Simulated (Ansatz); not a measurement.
Relaxation of Cl3H4OPSn (10 atoms, charge 0, multiplicity 1), to a largest force component of 0.03 eV/Å in at most 50 steps.

Computed with RKS B3LYP-D4/def2-SVP (Ansatz 0.2.0).

```xyz
10
Properties=species:S:1:pos:R:3:forces:R:3
Sn -0.013 0.044 0.040 -0.30 0.45 0.33
Cl -0.253 0.300 2.407 0.01 -0.02 -0.52
Cl 2.170 0.384 -0.720 -0.01 -0.02 0.02
O -0.939 1.586 -0.771 0.11 0.03 0.00
H -1.895 1.447 -0.804 -0.14 0.00 -0.01
Cl -1.171 -1.829 -0.784 0.03 0.01 0.01
P 1.842 -2.860 1.323 0.34 -0.43 0.23
H 0.596 -3.315 0.819 -0.08 -0.02 -0.01
H 2.233 -2.240 0.108 0.01 0.02 -0.05
H 1.308 -1.680 1.910 0.02 -0.02 -0.01
```

Where does it end, and by what steps?

The run converged. The force dipped under the threshold on the way, but the program's further checks kept it going. After 18 steps the energy has fallen by 0.196 eV; H10 moved furthest, 0.65 Å.

```json
{"step": "0", "energy less start (eV)": "0.0000", "largest force component (eV/Å)": "0.519", "accepted": "yes"}
{"step": "1", "energy less start (eV)": "-0.1357", "largest force component (eV/Å)": "0.140", "accepted": "yes"}
{"step": "2", "energy less start (eV)": "-0.1686", "largest force component (eV/Å)": "0.373", "accepted": "yes"}
{"step": "3", "energy less start (eV)": "-0.1846", "largest force component (eV/Å)": "0.115", "accepted": "yes"}
{"step": "4", "energy less start (eV)": "-0.1872", "largest force component (eV/Å)": "0.054", "accepted": "yes"}
{"step": "5", "energy less start (eV)": "-0.1904", "largest force component (eV/Å)": "0.027", "accepted": "yes"}
{"step": "6", "energy less start (eV)": "-0.1880", "largest force component (eV/Å)": "0.343", "accepted": "no"}
{"step": "7", "energy less start (eV)": "-0.1924", "largest force component (eV/Å)": "0.061", "accepted": "yes"}
{"step": "8", "energy less start (eV)": "-0.1928", "largest force component (eV/Å)": "0.185", "accepted": "yes"}
{"step": "9", "energy less start (eV)": "-0.1940", "largest force component (eV/Å)": "0.105", "accepted": "yes"}
{"step": "10", "energy less start (eV)": "-0.1949", "largest force component (eV/Å)": "0.004", "accepted": "yes"}
{"step": "11", "energy less start (eV)": "-0.1956", "largest force component (eV/Å)": "0.060", "accepted": "yes"}
{"step": "12", "energy less start (eV)": "-0.1951", "largest force component (eV/Å)": "0.140", "accepted": "no"}
{"step": "13", "energy less start (eV)": "-0.1960", "largest force component (eV/Å)": "0.034", "accepted": "yes"}
{"step": "14", "energy less start (eV)": "-0.1962", "largest force component (eV/Å)": "0.052", "accepted": "yes"}
{"step": "15", "energy less start (eV)": "-0.1962", "largest force component (eV/Å)": "0.059", "accepted": "yes"}
{"step": "16", "energy less start (eV)": "-0.1963", "largest force component (eV/Å)": "0.055", "accepted": "yes"}
{"step": "17", "energy less start (eV)": "-0.1964", "largest force component (eV/Å)": "0.037", "accepted": "yes"}
{"step": "18", "energy less start (eV)": "-0.1964", "largest force component (eV/Å)": "0.015", "accepted": "yes"}
```

```xyz
10
Properties=species:S:1:pos:R:3
Sn -0.221 0.235 -0.163
Cl -0.248 0.369 2.176
Cl 1.958 0.309 -0.984
O -1.121 1.804 -0.945
H -2.053 1.861 -0.680
Cl -1.309 -1.732 -0.827
P 2.008 -3.211 1.453
H 0.831 -3.340 0.655
H 2.602 -2.263 0.565
H 1.433 -2.196 2.278
```

Whether the end is a true minimum wasn't checked by a vibrational analysis.

Time of the run: 50 s on 4 threads of Arm Neoverse V2, with other jobs on the host, peak memory 0.4 GiB.
